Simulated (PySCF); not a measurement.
Cl₃Fe, SMILES [Cl][Fe-]([Cl])[Cl] (connectivity only; charge and spin as stated), charge -1, multiplicity 5.

Geometry: PBE0-D3(BJ)/def2-SVPD. The multiplicity is an assumed one; other spin states were not compared.

Calculation: PySCF with PBE0/def2-TZVPD.

Isolated molecule, no solvent.

| Quantity | Result |
|---|---|
| total energy | -2643.97560 hartree |
| point group | D3h |
| α spin, highest occupied and lowest empty level | -3.76 and 3.20 eV |
| β spin, highest occupied and lowest empty level | -2.90 and 2.34 eV |
| dipole moment about the centre of nuclear charge | 0.00 D |
| mean static polarisability | 83.0 bohr³ (12.30 Å³) |
| polarisability, principal values | 66.1, 91.5, 91.5 bohr³ |
| ⟨S²⟩ | 6.015 (pure state 6.00) |
